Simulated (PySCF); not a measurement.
# Dipole response of Zr+ (zirconium, charge +1)

[Kr] 4d2 5s1, high-spin 4F determinant. Calculation: PySCF 2.14, in aug-cc-pwCVTZ-PP with ECP28MDF; scalar relativity through the core potential. Coupled (time-dependent) response in atomic units; α is the mean over directions.

```json
{"method": "TPSSh", "mean α (bohr³)": "62.93", "C₆ (like pair)": "549.1", "S(−4)": "2513"}
```

S(−4) is the Cauchy moment in α(ω) = α(0) + S(−4) ω² + …

Spin-orbit coupling is absent.

α(iu) at TPSSh:

```
u (hartree)  α(iu) (bohr³)
          0          62.93
     0.0500          57.30
      0.100          45.77
      0.200          27.37
      0.300          18.10
      0.500          10.35
      0.750          6.582
       1.00          4.710
       1.50          2.811
       2.00          1.863
       3.00         0.9747
       5.00         0.3939
```

A single London oscillator, α(iu) = α/(1 + u²/ω²), gives C₆ = (3/4) ω α². Matching the computed C₆ needs ω = 4 × 549.1 / (3 × 62.93²) = 0.185 hartree.

For an ion, C₆ is the dispersion term alone; charge-induced terms of lower order in 1/R come first.

Energies and moments cover only the electrons outside the core potential.
